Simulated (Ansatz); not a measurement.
Dissociation curve of H2Be, SMILES [BeH2]. The Be1–H3 bond (Be1 also carries H; H3 carries nothing else) is stretched with both fragments frozen at the PBE0/def2-TZVP optimised geometry.

Level of theory: Ansatz (an electronic-structure program) with full CI/cc-pVQZ, frozen core.

Question: Relative to R = 1.34 Å, what are the energies at R = 1.14, 1.25, 2.97, 3.25 Å?

Answer: 0.372 eV at 1.14 Å, 0.056 eV at 1.25 Å, 3.585 eV at 2.97 Å, 3.854 eV at 3.25 Å.
